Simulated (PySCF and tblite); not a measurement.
Results of a calculation; reference values are marked as such.
Stationary points of C4H11BN2O at GFN2-xTB, in Å:

Structure A

```
 1 C     2.788    0.989   -0.037
 2 C     1.470    0.878    0.094
 3 N     0.701   -0.255   -0.100
 4 C     1.423   -1.461   -0.442
 5 B    -0.730   -0.183    0.022
 6 N    -1.563   -1.291   -0.252
 7 O    -1.244    1.029    0.419
 8 C    -2.616    1.259    0.574
 9 H     3.266    1.934    0.147
10 H     3.436    0.180   -0.324
11 H     0.877    1.733    0.379
12 H     0.752   -2.314   -0.458
13 H     2.204   -1.652    0.300
14 H     1.896   -1.365   -1.424
15 H    -2.561   -1.244   -0.164
16 H    -1.245   -2.178   -0.589
17 H    -2.739    2.303    0.869
18 H    -3.161    1.090   -0.361
19 H    -3.045    0.619    1.354
```

Structure B

```
 1 C     2.920    0.108   -1.050
 2 C     1.597    0.260   -1.051
 3 N     0.718   -0.065   -0.041
 4 C     1.304   -0.636    1.155
 5 B    -0.703    0.132   -0.120
 6 N    -1.335    0.683   -1.255
 7 O    -1.417   -0.256    0.992
 8 C    -2.809   -0.133    1.078
 9 H     3.495    0.404   -1.908
10 H     3.473   -0.303   -0.226
11 H     1.124    0.683   -1.925
12 H     0.509   -0.843    1.864
13 H     2.015    0.063    1.603
14 H     1.828   -1.565    0.917
15 H    -2.327    0.819   -1.308
16 H    -0.855    0.977   -2.083
17 H    -3.110   -0.509    2.058
18 H    -3.126    0.912    0.988
19 H    -3.312   -0.723    0.303
```

Structure C

```
 1 C     2.861    0.850   -0.533
 2 C     1.532    0.782   -0.606
 3 N     0.723   -0.240   -0.177
 4 C     1.338   -1.360    0.499
 5 B    -0.741   -0.081   -0.147
 6 N    -1.496   -0.594   -1.213
 7 O    -1.275    0.543    0.932
 8 C    -2.651    0.767    1.106
 9 H     3.381    1.700   -0.935
10 H     3.468    0.086   -0.083
11 H     0.977    1.589   -1.067
12 H     0.569   -2.086    0.754
13 H     1.842   -1.045    1.419
14 H     2.075   -1.838   -0.153
15 H    -2.496   -0.533   -1.288
16 H    -1.065   -1.038   -2.003
17 H    -2.781    1.288    2.056
18 H    -3.056    1.387    0.300
19 H    -3.204   -0.178    1.137
```

The path came from a restrained scan, a climbing-image band and a saddle search at GFN2-xTB; energies are PBE/pcSseg-1 + D3(BJ)//GFN2-xTB, thermal terms GFN2-xTB.

Problem. Which structure is a saddle point, and along which motion?

Solution. C: one imaginary mode (88i cm⁻¹ at GFN2-xTB, mostly on N6, C4, C2), along the rotation about the B5–N3 bond (torsion N6–B5–N3–C2 from 0° to 176°, rising).

Problem. Give their symmetry and energies above the lowest.

Solution. A C1, 0.6 kcal/mol; B Cs, 0.0 kcal/mol; C C1, 9.4 kcal/mol.
